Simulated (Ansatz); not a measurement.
All numbers were calculated with Ansatz.

Basis-set series for C2H6AlNO (`O[CH]1C[NH][AlH]1`). Total charge 0; spin multiplicity 1. Geometry: relaxed with PBE0-D4/def2-TZVP. It is one conformer, not always the lowest.

```
functional       basis  functions  energy (Eh)  HOMO (eV)  LUMO (eV)
   PBE0-D4    def2-SVP        104   -451.62547      -6.15      -0.46
   PBE0-D4  def2-QZVPP        478   -451.97400      -6.36      -0.77
   ωB97M-V    def2-SVP        104   -451.86710      -8.40       1.25
   ωB97M-V  def2-QZVPP        478   -452.22296      -8.62       0.56
```

Question: Give the rows for def2-TZVPP. (Best estimate.)

Answer: The calculation gave: 
| functional | basis | functions | energy (Eh) | HOMO (eV) | LUMO (eV) |
| --- | --- | --- | --- | --- | --- |
| PBE0-D4 | def2-TZVPP | 250 | -451.95416 | -6.31 | -0.66 |
| ωB97M-V | def2-TZVPP | 250 | -452.20379 | -8.57 | 0.90 |

Positive LUMOs are unbound and depend on the basis.
